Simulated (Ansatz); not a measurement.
Ansatz (a quantum-chemistry and plane-wave program) input (RPA@PBE/def2-TZVPP):

Ansatz 0.2 input:
```yaml
crystal:
  periodic: [false, false, false]
  atoms:
    - {symbol: Ni, position_ang: [-0.00000000, -0.00000000, -0.36057558]}
    - {symbol: F, position_ang: [-0.00000000, -0.00000000, -2.09000804]}
    - {symbol: Cl, position_ang: [0.00000000, 0.00000000, 1.70036403]}
basis:
  gaussian:
    orbitals: def2-TZVPP
hamiltonian:
  xc: pbe
magnetization: {spin_polarized: true, initial_magnetization: 2}
correlation: {method: rpa, electrons: outside_noble_gas}
```

End of the output:

```
integrals: 0.15 GiB planned
905 factors; integrals over basis functions are off by at most 1.5e-3 eV
mean field: 0.45 GiB planned
mean field evaluation 1: about -56267.8609 eV, gradient 4.4e1 eV
mean field evaluation 2: about -56267.8545 eV, gradient 4.4e1 eV
mean field evaluation 4: about -56266.1017 eV, gradient 4.9e1 eV
mean field evaluation 8: about -56272.9716 eV, gradient 1.6e0 eV
mean field evaluation 16: about -56272.9809 eV, gradient 3.9e-4 eV
mean field evaluation 32: about -56272.7093 eV, gradient 2.2e-6 eV
mean field evaluation 64: about -56272.7093 eV, gradient 2.0e-6 eV
mean field evaluation 96: about -56272.9733 eV, gradient 2.4e-1 eV
mean field evaluation 128: about -56272.9794 eV, gradient 4.9e-2 eV
mean field -56272.98088406 eV, -2067.9939042929 hartree, gradient 5.2e-6 eV, S^2 2.004885; 9 other end points of the search recorded, 0 dependent functions left out
15 core orbitals not correlated
reference -56212.34218990 eV, -2065.7654733848 hartree; 13, 11 occupied and 109, 111 virtual orbitals, 905 factors
Total energy: -56247.58051467 eV, -2067.0604579347 hartree
```

The spin state was set by rule; other spins were not relaxed.
